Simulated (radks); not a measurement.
Pb V, 78 electrons, occupied as [Xe] 4f14 5d10. Calculated with a radial shooting solver on a logarithmic mesh with Libxc functionals: scalar-relativistic Kohn-Sham, PBE, spin-polarised, spherical densities, finite nucleus; Fermi nuclear charge, rms radius 5.5012 fm.

Local quantities along the radius. ELF = 1/(1 + alpha^2) is the electron localisation function; alpha = (tau - tau_W)/tau_unif compares the Pauli kinetic energy density with that of the uniform gas (summed over spins). tau is taken from the large components.

```
   r/bohr * ELF (the largest magnitude, 0.999, reaches the edge; | marks zero)
 0.001237 |                                                      *
 0.001637 |                                                      *
 0.002165 |                                                      *
 0.002865 |                                                      *
 0.003791 |                                                      *
 0.005016 |                                                      *
 0.006637 |                                                     *
 0.008781 |                                                    *
  0.01162 |                                               *
  0.01537 |                                 *
  0.02034 |                   *
  0.02691 |                    *
  0.03561 |                                *
  0.04712 |                                        *
  0.06234 |                                 *
  0.08249 |                   *
   0.1091 |                          *
   0.1444 |                                      *
   0.1911 |                            *
   0.2528 |               *
   0.3345 |                                   *
   0.4426 |                                     *
   0.5856 |                   *
   0.7748 |                      *
    1.025 |                                     *
    1.356 |                                *
    1.795 |               *
    2.375 |  *
    3.142 *
    4.157 *
```

On this mesh the ELF has minima near r = 0.023, 0.082, 0.25, 0.67 bohr, which separate the shells, and maxima near 0.047 (0.74), 0.14 (0.71), 0.38 (0.72), 1.0 (0.69).

Self-consistent cycle (total energy in hartree, residual of the potential): 1: -20830.93950, 3e+01; 2: -20864.06676, 1e+01; 3: -20872.55874, 1e+00; 4: -20872.43090, 1e+00; 5: -20872.55765, 4e-02; 6: -20872.56452, 2e-02; 7: -20872.56457, 2e-02; 8: -20872.56463, 3e-03; 9: -20872.56464, 1e-05; 10: -20872.56464, 8e-06; 11: -20872.56464, 7e-06; 12: -20872.56464, 6e-07; 13: -20872.56464, 2e-08; 14: -20872.56464, 8e-09.
